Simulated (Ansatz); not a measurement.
```yaml
crystal:
  periodic: [false, false, false]
  atoms:
    - {symbol: O, position_ang: [-1.004573, 1.032143, -0.258570]}
    - {symbol: Hf, position_ang: [0.248561, -0.352351, 0.002754]}
    - {symbol: F, position_ang: [-0.170568, -1.173318, 2.004948]}
    - {symbol: Cl, position_ang: [-0.220568, -1.473318, 2.004948]}
    - {symbol: Br, position_ang: [2.563756, 0.595632, 0.046625]}
    - {symbol: H, position_ang: [-1.652307, 1.713505, -0.410542]}
basis:
  gaussian: {orbitals: def2-mTZVP, nuclear_model: gaussian}
hamiltonian: {xc: {name: B2GP-PLYP}, pseudopotentials: {relativity: none}}
accuracy: high
```

```sh
$ ansatz run in.yaml --threads 4 --pin off --events-out ev --progress --plain --max-ram 10444MiB
```

It prints (some lines left out):

```
Functional definition: B2GP-PLYP
2495 factors; integrals over basis functions are off by at most 9.4e-8 eV
mean field evaluation 1: about -87099.4074 eV, gradient 9.6e1 eV
mean field evaluation 2: about -87103.8666 eV, gradient 9.3e1 eV
mean field evaluation 4: about -87113.3986 eV, gradient 2.9e1 eV
mean field evaluation 8: about -87114.9123 eV, gradient 2.1e0 eV
mean field evaluation 16: about -87115.1137 eV, gradient 4.4e-1 eV
mean field evaluation 32: about -87115.1447 eV, gradient 7.8e-3 eV
mean field evaluation 64: about -87115.1447 eV, gradient 1.3e-7 eV
mean field -87115.14470359 eV, -3201.4225190911 hartree, gradient 6.9e-8 eV, S^2 0.000000; 4 other end points of the search recorded, 0 dependent functions left out; unrestricted orbitals would lower it
16 core orbitals not correlated: weight in the atoms' cores, before any rotation towards them, 0.966 or more for the frozen orbitals, at most 0.044 for the correlated occupied ones
reference -87115.14472144 eV, -3201.4225197471 hartree; 25, 25 occupied and 99, 99 virtual orbitals, 2495 factors
second order -27.52260232 eV of doubles, -0.00000000 eV of singles
Total energy: -87125.05285828 eV, -3201.7866370597 hartree
```

In this input one atom was put on top of another. Self-consistency was reached. The result belongs to that input, not to the molecule as meant.
